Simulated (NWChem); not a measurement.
LaF2, doublet; SMILES [F][La][F]

```xyz
3

La     0.0000     0.0000    -0.2081
F      1.9678     0.0000     0.6589
F     -1.9678     0.0000     0.6589
```
Atoms are numbered in this order, from 1.

Program: NWChem. Spin-unrestricted. Medium grid unless said otherwise, to which SCAN and Minnesota functionals are sensitive. In the optimisation the excess spin sits in a" (Cs, its own frame). The geometry was optimised at PBE0/def2-SVP, spin-unrestricted. The spin multiplicity was typed, not searched, and may not be the lowest. No stability test was run on the SCF state. def2 effective core potentials on La; no spin-orbit coupling. B3LYP is NWChem's, with the RPA form of VWN correlation.

For level B3LYP/def2-SVP:

```yaml
highest occupied level (eV): -4.11
lowest empty minus highest occupied level, either spin (eV): 1.60
dipole (D): 2.79
```

Problem. What are these values for level M05-2X/def2-SVP?

Solution. The highest occupied level (eV) is -4.88. The lowest empty minus highest occupied level, either spin (eV) is 2.49 and the dipole (D) is 3.61.
